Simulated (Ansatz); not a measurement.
Reaction (ligand exchange at the Si–O bond): `[SiH3]O[AsH2]` + `CC[SeH]` → `CC[Se][SiH3]` + `O[AsH2]`

Isolated molecules relaxed with PBE0-D4/def2-TZVP in Ansatz; ΔE leaves out vibrations. CCSD(T)/CBS adds triple-zeta CCSD(T) − MP2 to the extrapolated MP2 energy (def2 sets, frozen cores). Functionals use def2-TZVPP. B3LYP here is the variant with VWN-RPA as its local correlation; programs differ in this. For As, Se outer-core shells are correlated without core-valence functions, which leaves a few kJ/mol of doubt a bond. Scalar relativity is left out up to krypton. One conformer a species, not always the lowest.

```
             level  ΔE (kJ/mol)  difference from CCSD(T)/CBS
            PBE-D4         18.5                        -13.1
           BLYP-D4         33.5                          1.9
         r2SCAN-D4         28.9                         -2.7
          B3LYP-D4         35.9                          4.3
      CAM-B3LYP-D4         42.2                         10.6
          PBE-QIDH         29.2                         -2.4
             BHLYP         43.8                         12.2
           LC-ωPBE         31.0                         -0.6
     HF/def2-TZVPP         52.3                         20.7
SCS-MP2/def2-TZVPP         39.9                          8.3
       CCSD(T)/CBS         31.6                            0
```

Largest T1 diagnostic among the species: 0.012.

At CCSD(T), def2-SVP lies +6.9 kJ/mol from the extrapolated value and def2-TZVPP +4.5 kJ/mol. From BLYP to BHLYP (50 % exact exchange), in def2-TZVPP and without D4, ΔE moves by +8.1 kJ/mol.
